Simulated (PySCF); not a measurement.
Se(Me)(SMe) (C2H6SSe), SMILES CS[Se]C. Atoms are numbered in the order given.

```xyz
10

Se     0.3370     0.3205     0.7695
C      1.0789     1.5996    -0.4916
H      1.9011     1.1364    -1.0520
H      1.4627     2.4469     0.0965
H      0.3027     1.9591    -1.1802
S     -0.2308    -1.2501    -0.6396
C     -1.8773    -0.7012    -1.1646
H     -2.5615    -0.6372    -0.3073
H     -2.2494    -1.4604    -1.8701
H     -1.8297     0.2692    -1.6791
```
Charge 0, spin multiplicity 1.

Geometry optimised at ωB97X-D3(BJ)/def2-SVP. One conformer was computed; it need not be the lowest.

All values below come from M06-2X/def2-TZVP in PySCF.

Atomic charges (e):

```csv
atom,IAO,Löwdin
Se1,0.13,0.19
C2,-0.54,-0.54
H3,0.16,0.11
H4,0.16,0.12
H5,0.15,0.11
S6,-0.02,0.25
C7,-0.50,-0.56
H8,0.16,0.11
H9,0.16,0.11
H10,0.15,0.10
```

Computed Mayer and Wiberg (Löwdin basis) orders of the bonds:
```tsv
bond	Mayer	Wiberg
Se1–C2	0.98	1.48
C2–H3	0.96	0.94
C2–H4	0.95	0.93
C2–H5	0.96	0.94
Se1–S6	1.15	1.57
S6–C7	1.01	1.51
C7–H8	0.96	0.94
C7–H9	0.95	0.93
C7–H10	0.96	0.94
```
